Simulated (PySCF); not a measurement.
C7H6NS (doublet state).
Cartesian coordinates in Å at the GFN2-xTB level; atoms count from 1:
```xyz
15
C7H6NS angstrom
C     -3.3616    0.9675    0.3374
C     -2.2684    0.1407    0.2994
C     -2.2899   -1.2688    0.3772
S     -0.7301   -1.9389    0.2958
C     -0.0939   -0.2583    0.1566
C      1.2830   -0.0654    0.0426
C      2.4786    0.0520   -0.0541
C      3.9032    0.2244   -0.1715
N     -0.9932    0.6406    0.1764
H     -4.3517    0.5646    0.4338
H     -3.2370    2.0305    0.2705
H     -3.1538   -1.8930    0.4761
H      4.2805    0.7797    0.6869
H      4.1356    0.7797   -1.0800
H      4.3944   -0.7473   -0.2112
```

The hyperfine couplings belong to this conformer and change with its torsions.

Identity: `c1(nc([CH2])cs1)C#CC` [radical].

Computed with PySCF, UKS B3LYP, pcH-1 on C H N S, non-relativistic, mean-field spin-orbit, GIAO. Geometry: GFN2-xTB, one conformer, isolated molecule. GFN2-xTB frequencies show an imaginary mode (25i cm⁻¹), so this geometry is no minimum at that level. The geometry wasn't refined by DFT: couplings that depend on bond lengths, twists or pyramidal angles can differ widely from those at the functional's own minimum. Stability of the SCF solution: not tested. ⟨S²⟩ is 0.777 where a pure state has 0.75.

Principal values of hyperfine tensors in MHz (contact, dipolar and spin–orbit terms together), for some of the nuclei:

| atom | isotope | A1 | A2 | A3 |
| --- | --- | --- | --- | --- |
| C1 | 13C | 0.72 | 1.91 | 168.08 |
| C3 | 13C | 5.69 | 6.85 | 125.02 |
| C2 | 13C | -68.78 | -36.81 | -31.67 |
| H11 | 1H | -72.35 | -45.91 | -17.89 |
| H10 | 1H | -68.24 | -44.79 | -17.30 |
| H12 | 1H | -47.86 | -32.98 | -12.48 |
| C5 | 13C | -19.87 | -5.28 | -4.81 |
| C6 | 13C | 2.72 | 3.33 | 4.48 |

(1) Give the isotropic coupling of each nucleus in MHz and in mT (g = 2.0031), and the anisotropic part.

(2) What spin density at the nucleus of H10 lies behind its contact coupling (g_N = 5.58569)?

(3) N9 (14N, g_N = 0.40376) isn't in the table. Its spin density at the nucleus is 0.009165 bohr⁻³. What is its contact coupling?

(4) Name the largest traceless tensor T of the table and describe it.

(5) What first-order splitting does C3 cause when the field lies along A1, A2 or A3 of its tensor (g taken as isotropic, no quadrupole term)?

## Answers

(1) a_iso = (A1 + A2 + A3)/3, Ti = Ai − a_iso; 1 mT corresponds to 28.036 MHz. The tensors hold a spin–orbit part: the run splits a_iso into a_FC + a_SO, and T includes its anisotropic share.

```tsv
atom	a_iso (MHz)	a_FC	a_SO	a_iso (mT)	T1	T2	T3
C1	56.91	57.02	-0.12	2.030	-56.18	-54.99	111.18
C3	45.85	45.71	0.15	1.636	-40.17	-39.00	79.17
C2	-45.76	-45.79	0.03	-1.632	-23.03	8.94	14.08
H11	-45.38	-45.39	0.00	-1.619	-26.96	-0.53	27.49
H10	-43.44	-43.44	0.00	-1.550	-24.80	-1.35	26.15
H12	-31.11	-31.16	0.05	-1.110	-16.75	-1.87	18.63
C5	-9.99	-9.93	-0.06	-0.356	-9.88	4.71	5.17
C6	3.51	3.51	0.00	0.125	-0.79	-0.18	0.97
```

(2) a_FC = 800.24 MHz bohr³ × g_N × ρ(0)/(2S). With a_FC = -43.44 MHz and 2S = 1, ρ(0) = -0.009719 bohr⁻³. In magnitude that is 3.1 % of the 1/π = 0.318 of a free hydrogen atom.

(3) By the same relation, a_FC = 2.96 MHz. Its full tensor has the principal values -0.02, 0.48, 8.37 MHz.

(4) C1: -56.2, -55.0, 111.2 MHz (the dipolar term alone has -56.2, -54.9, 111.1), axial, in the ratio −1:−1:+2, the form that spin in one p orbital centred on that nucleus gives.

(5) 2 lines (I = 1/2), spaced by |A_i|/(g × 13.996): 0.20, 0.24, 4.46 mT along the axes of A1, A2 and A3.
